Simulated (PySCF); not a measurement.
Cartesian coordinates (Å):
```xyz
9

C      2.1742    -0.1110     0.3352
C      1.0699     0.2589     0.0312
N     -0.1570     0.6324    -0.3486
C     -1.2509    -0.3016    -0.1448
H      3.1553    -0.4275     0.5926
H     -0.3809     1.5928    -0.1365
H     -2.1521     0.1042    -0.6058
H     -1.4493    -0.5046     0.9143
H     -1.0092    -1.2436    -0.6375
```
Charge 0, multiplicity 1.

Problem. Estimate the HOMO, total energy and S1 oscillator strength that PBE0-D4/def2-TZVP in PySCF returns for this input.

Solution. 
| Property | Value |
|---|---|
| HOMO | -6.22 eV |
| total energy | -171.8498 Ha |
| S1 oscillator strength | 0.001 |
